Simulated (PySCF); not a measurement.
BeClHS. Atoms are numbered in the order given.

```xyz
4

Be     0.0242    -0.0432     0.0000
Cl    -0.0042    -1.8514     0.0000
S      0.0777     1.8577     0.0000
H     -1.2676     1.9229     0.0000
```
Charge 0, spin multiplicity 1.

Geometry: r2SCAN-D4/def2-TZVP. The values are those of a single conformer.

These are PySCF with PBE0/def2-TZVPD values and carry that method's errors.

Symmetry labels are those of the subgroup Cs that the program uses (full group Cs).

Computed valence orbital energies around the gap with their symmetry:
```tsv
orbital	symmetry	energy (eV)
HOMO−7	A'	-22.97
HOMO−6	A'	-20.44
HOMO−5	A'	-11.86
HOMO−4	A'	-11.46
HOMO−3	A'	-9.77
HOMO−2	A"	-9.76
HOMO−1	A'	-9.58
HOMO	A"	-7.95
LUMO	A'	-0.75
LUMO+1	A'	-0.60
LUMO+2	A"	-0.09
LUMO+3	A'	0.47
```
